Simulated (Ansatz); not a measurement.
Consider the cleavage of the Ge–B bond: `O[SiH2][BH][GeH3]` + `NB(O)F` → `NB(F)[O][GeH3]` + `B[SiH2]O`.

Calculated with Ansatz (gas phase, PBE0-D4/def2-TZVP geometries, no zero-point term in ΔE). CBS: MP2 limit from def2 TZ/QZ plus the TZ coupled-cluster correction, frozen cores. DFT in def2-TZVPP. For Ge outer-core shells are correlated without core-valence functions, which leaves a few kJ/mol of doubt a bond. Scalar relativity is left out up to krypton. One conformer a species, not always the lowest.

`O[SiH2][BH][GeH3]`:

Cartesian coordinates in Å:
```
O 1.064 -1.814 0.810
Si 0.252 -1.565 -0.608
B -0.329 0.324 -0.916
Ge -0.315 1.752 0.566
H 0.728 -1.370 1.590
H -1.020 -2.358 -0.658
H 1.155 -2.078 -1.670
H -0.728 0.651 -1.996
H -0.185 1.151 1.982
H 0.928 2.638 0.343
H -1.551 2.669 0.557
```

`NB(O)F`:

Cartesian coordinates in Å:
```
N -0.282 0.057 0.890
B 0.187 -0.411 -0.350
O 0.377 0.347 -1.467
F 0.477 -1.711 -0.467
H -0.396 -0.565 1.670
H -0.527 1.010 1.085
H 0.164 1.274 -1.361
```

`NB(F)[O][GeH3]`:

Z-matrix (Å, degrees):
```
Ge
O 1 1.790
H 1 1.535 2 108.9
H 1 1.532 2 104.0 3 119.1
H 1 1.535 2 108.9 3 -121.8
B 2 1.355 1 124.6 3 60.9
F 6 1.352 2 119.6 1 -0.0
N 6 1.401 2 122.1 1 180.0
H 8 1.003 6 122.5 2 -180.0
H 8 1.003 6 122.1 2 -0.0
```

`B[SiH2]O`:

Z-matrix (Å, degrees):
```
Si
O 1 1.655
B 1 2.005 2 116.3
H 1 1.500 2 111.2 3 -120.2
H 1 1.486 2 105.1 3 123.8
H 2 0.958 1 117.3 3 44.7
H 3 1.197 1 119.0 2 169.2
H 3 1.197 1 124.0 2 -13.6
```

CCSD(T)/CBS gives -7.1 kcal/mol.

(1) Another level gave -8.3 kcal/mol. Which?
A. PBE0/def2-TZVPP
B. r2SCAN-D4/def2-TZVPP
C. ωB97M-V/def2-TZVPP
D. B2PLYP/def2-TZVPP

Largest T1 diagnostic among the species: 0.013.

Results:

(1) C. ωB97M-V -8.3, PBE0 -5.3, B2PLYP -9.4, r2SCAN-D4 -6.7 kcal/mol.

From PBE to PBE0 (25 % exact exchange), in def2-TZVPP and without D4, ΔE moves by −1.1 kcal/mol. In def2-TZVPP, CCSD(T) changes the Hartree–Fock value by +5.8 kcal/mol (the triples alone add +0.5 kcal/mol) and MP2 by +4.8 kcal/mol.
